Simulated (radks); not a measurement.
The mean radii <r> (bohr) of the occupied orbitals of an atom or ion are listed with their occupations. Method: scalar-relativistic Kohn-Sham, B86b exchange with PBE correlation, spin-unpolarised, spherical densities, finite nucleus; Fermi nuclear charge, rms radius of each element as measured or else 0.836 A^(1/3) + 0.57 fm; computed with a radial shooting solver on a logarithmic mesh with Libxc functionals.

orbital  occ.     <r>
1s          2  0.1986
2s          1  0.9353
2p          1  0.8593

Name the element and its charge.

Answer. Z = 8, oxygen, charge +4: O4+ in [He] 2s1 2p1. The 1s radius gives Z: for a bare nucleus <r> = (2 gamma + 1)/(2Z) with gamma = sqrt(1 - (Z/c)^2), 0.1873 bohr for Z = 8, and screening makes it slightly larger (0.1986 here). The occupations add up to 4, and the charge is Z minus that.
